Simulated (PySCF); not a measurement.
# BiTe: frontier orbitals

r²SCAN at R = 2.641 Å; Bi cc-pVDZ-PP with ECP60, Te cc-pVDZ-PP with ECP28; scalar-relativistic core potentials (PySCF 2.14). State: ²Π (doublet), unpaired electrons π ↑. Only the outer orbitals are listed, counted within each symmetry, core potentials removing the inner ones.

| spin | orbital | occ. | ε (eV) | on Bi (%) | main shells (%) |
| --- | --- | --- | --- | --- | --- |
| α | 7σ | 1 | -16.87 | 59 | 56 Bi s, 39 Te s |
| α | 8σ | 1 | -14.07 | 42 | 56 Te s, 40 Bi s |
| α | 9σ | 1 | -7.23 | 45 | 52 Te p, 42 Bi p |
| α | 5π | 1 | -6.48 | 48 | 52 Te p, 47 Bi p |
| α | 5π | 1 | -6.47 | 48 | 52 Te p, 48 Bi p |
| α | 6π | 1 | -4.49 | 52 | 52 Bi p, 47 Te p |
| α | 6π | 0 | -4.34 | 52 | 52 Bi p, 47 Te p |
| α | 10σ | 0 | -1.37 | 58 | 56 Bi p, 41 Te p |
| α | 11σ | 0 | 5.20 | 72 | 43 Bi s, 15 Bi d, 14 Te d |
| β | 7σ | 1 | -16.53 | 44 | 53 Te s, 41 Bi s |
| β | 8σ | 1 | -13.67 | 55 | 53 Bi s, 42 Te s |
| β | 9σ | 1 | -7.10 | 42 | 56 Te p, 38 Bi p |
| β | 5π | 1 | -6.45 | 24 | 75 Te p, 23 Bi p |
| β | 5π | 1 | -5.86 | 25 | 75 Te p, 24 Bi p |
| β | 6π | 0 | -3.90 | 76 | 75 Bi p, 24 Te p |
| β | 6π | 0 | -3.19 | 75 | 75 Bi p, 24 Te p |
| β | 10σ | 0 | -1.05 | 61 | 59 Bi p, 37 Te p |

Which are the highest filled and the lowest empty level, where do they sit, and how wide is the gap?

Highest filled α 6π at -4.49 eV (in %: 52 Bi p, 47 Te p); lowest empty α 6π at -4.34 eV (in %: 52 Bi p, 47 Te p); the gap at r²SCAN is 0.15 eV. Both belong to one degenerate shell, split only by its one-sided filling, so this is no excitation gap.

```
bond order (Mayer)                               : 2.22
⟨S²⟩                                             : 0.813
charge on Bi (Mulliken, basis-dependent)         : 0.18
charge on Bi (Löwdin, basis-dependent)           : 0.14
dipole moment (positive dipole means Bi(−)Te(+)) : -2.03 D
```

These are scalar-relativistic numbers at best; spin–orbit coupling would shift them, the dissociation energy most. The state is the lowest determinant that a PBE0 search found; another state may lie lower at other levels.
